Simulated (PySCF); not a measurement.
# C₆ coefficients of unlike pairs at TPSS

Calculated with PySCF 2.14 from the dipole response of each species, C₆(A,B) = (3/π) ∫ α_A(iu) α_B(iu) du, in atomic units, from isotropic polarisabilities. For ions this is the dispersion term alone; charge-induced terms of lower order in 1/R come first.

| species | configuration | basis | relativity | α (bohr³) | C₆ (like pair) |
| --- | --- | --- | --- | --- | --- |
| Sc³⁺ | [Ar] (1S) | aug-cc-pVQZ-DK (9s8p6d4f3g2h) | spin-free X2C | 2.140 | 5.608 |
| Ne⁺ | [He] 2s2 2p5 (2P) | aug-cc-pCVTZ-DK with one added diffuse shell each of s, p, d, f type (8s7p5d3f) | spin-free X2C | 1.387 | 2.459 |
| Sn | [Kr] 4d10 5s2 5p2 (3P) | dyall-av2z (22s16p12d) | none | 60.76 | 678.9 |
| Mg⁺ | [Ne] 3s1 (2S) | aug-cc-pCVTZ-DK with one added diffuse shell each of s, p, d, f type (9s8p6d4f) | spin-free X2C | 36.25 | 162.7 |

(1) Estimate C₆ for Mg⁺ with Sc³⁺.

No spin-orbit coupling is included.

The other pairs:

```
     pair     C₆
  Mg⁺, Sn  325.3
 Mg⁺, Ne⁺  11.99
 Sn, Sc³⁺  43.42
  Sn, Ne⁺  28.12
Ne⁺, Sc³⁺  3.705
```

Results:

(1) The integral gives 18.47. The combination rule 2 C_A C_B / (C_A α_B/α_A + C_B α_A/α_B) gives 17.44 and the geometric mean 30.20.
